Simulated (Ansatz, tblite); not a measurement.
Cost and result up the ladder for diphenyliodonium dicyanamide, `N#C[N-]C#N.c1ccc([I+]c2ccccc2)cc1` (28 atoms). Total charge 0; singlet. Geometry: PBE-D4/def2-SVP.

```tsv
atom	x (Å)	y (Å)	z (Å)
N1	-0.162	2.359	0.112
C2	-0.223	1.565	-0.776
N3	-0.301	0.748	-1.788
C4	-0.194	-0.548	-1.759
N5	-0.108	-1.738	-1.792
C6	4.110	0.528	-0.825
C7	3.507	1.380	0.113
C8	2.388	0.954	0.846
C9	1.925	-0.342	0.595
I10	0.331	-1.099	1.831
C11	-1.627	-0.600	1.083
C12	-2.190	0.613	1.492
C13	-3.514	0.863	1.097
C14	-4.214	-0.075	0.321
C15	-3.599	-1.271	-0.083
C16	-2.276	-1.555	0.293
C17	2.479	-1.219	-0.344
C18	3.599	-0.760	-1.056
H19	4.981	0.879	-1.399
H20	3.888	2.401	0.268
H21	1.869	1.636	1.532
H22	-1.613	1.368	2.041
H23	-3.985	1.815	1.384
H24	-5.248	0.138	0.011
H25	-4.137	-1.990	-0.720
H26	-1.755	-2.445	-0.086
H27	2.018	-2.189	-0.573
H28	4.053	-1.415	-1.815
```

Ansatz on 2 threads of AMD EPYC 7R13 on a shared host and a share (18 GiB) of an NVIDIA H100 80GB HBM3; xTB runs through tblite on one thread. Times are rough, summed over both states, and most runs start from the orbitals of an earlier one. No level here is sound enough to serve as a yardstick. The other state is a triplet.

In the def2 sets I takes a core potential; there is no spin–orbit coupling. The xTB rows come from tblite. Single mean-field runs in def2-TZVP are fitted with def2-universal-jkfit. In the singlet geometry the species has come apart into loosely held pieces. In the triplet geometry the species has come apart into loosely held pieces.

xTB has no spin-polarisation term.

```tsv
level	functions	wall time	vertical triplet (eV)	remarks
GFN2-xTB	87	0.1 s	2.65	–
GFN1-xTB	97	0.16 s	2.18	–
PBE-D4/def2-TZVP	637	21 s	2.46	restricted SCF unstable in HF (singlet)
PBE0-D4/def2-TZVP	637	26 s	2.63	restricted SCF unstable in HF (singlet)
```
